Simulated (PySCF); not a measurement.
Geometry:
| atom | x (Å) | y (Å) | z (Å) |
| --- | --- | --- | --- |
| N1 | -3.827 | 1.253 | 0.498 |
| C2 | -3.124 | 0.333 | 0.490 |
| C3 | -2.199 | -0.785 | 0.480 |
| B4 | -0.662 | -0.417 | 0.287 |
| C5 | -0.203 | 1.006 | -0.163 |
| C6 | 1.204 | 1.076 | -0.758 |
| C7 | 2.200 | 0.191 | -0.014 |
| C8 | 1.782 | -1.277 | -0.015 |
| C9 | 0.421 | -1.492 | 0.651 |
| H10 | -2.349 | -1.409 | 1.378 |
| H11 | -2.446 | -1.446 | -0.373 |
| H12 | -0.955 | 1.527 | -0.778 |
| H13 | -0.230 | 1.562 | 0.803 |
| H14 | 1.566 | 2.116 | -0.784 |
| H15 | 1.164 | 0.748 | -1.813 |
| H16 | 3.200 | 0.294 | -0.464 |
| H17 | 2.298 | 0.544 | 1.030 |
| H18 | 1.735 | -1.629 | -1.061 |
| H19 | 2.556 | -1.891 | 0.473 |
| H20 | 0.525 | -1.355 | 1.750 |
| H21 | 0.059 | -2.529 | 0.541 |

Geometry: PBE0-D3(BJ)/def2-SVP; GIAO shifts from PySCF 2.14.0 with density-fitted response routines, gas phase, non-relativistic, averaged over equivalent atoms.

At PBE0/pcSseg-1 (213 basis functions, 2 min wall time on 1 thread of an Intel Xeon, shared host):
| atoms | δ (ppm) |
| --- | --- |
| N1 | 302.4 |
| C2 | 123.3 |
| C7 | 29.3 |
| C5/C9 | 28.7 |
| C6/C8 | 25.8 |
| C3 | 16.7 |
| B4 | 84.5 |
| H10/H11 | 1.93 |
| H14/H15/H18/H19 | 1.59 |
| H16/H17 | 1.53 |
| H12/H13/H20/H21 | 1.31 |

Chemical shifts δ = σref − σ; 15N (σ = 265.67 ppm) vs NH3; 13C (σ = 184.41 ppm) and 1H (σ = 31.27 ppm) against TMS; BF3·OEt2 for 11B (σ = 100.73 ppm), all at this level.

Predict the values at HF/pcSseg-1 on the same geometry.

## Answers


| atoms | δ at HF/pcSseg-1 | change |
| --- | --- | --- |
| N1 | 309.0 | +6.6 |
| C2 | 130.0 | +6.7 |
| C7 | 26.1 | -3.2 |
| C5/C9 | 23.0 | -5.7 |
| C6/C8 | 22.2 | -3.6 |
| C3 | 12.5 | -4.2 |
| B4 | 80.2 | -4.3 |
| H10/H11 | 1.73 | -0.20 |
| H14/H15/H18/H19 | 1.39 | -0.20 |
| H16/H17 | 1.36 | -0.17 |
| H12/H13/H20/H21 | 0.96 | -0.35 |

References, each an isolated molecule treated in the same way: 15N (σref 265.72) vs NH3; 13C (σref 190.85) and 1H (σref 31.69) vs TMS; BF3·OEt2 for 11B (σref 115.29).

The largest change is at C2 (nitrile carbon). Cost: 213 basis functions, 59 s wall time (49 s CPU) on 1 thread of an Intel Xeon, shared host. The order of the carbon signals is the same at both levels.

A carbon bonded to boron is broadened by the quadrupolar boron nucleus and is often missing from a measured spectrum. Experimental scales use liquid or dissolved standards, which lie at an offset from isolated NH3 (liquid NH3: subtract about 20 ppm). Unscaled 15N shifts of sp2 nitrogen come out 20 to 40 ppm too high even then.
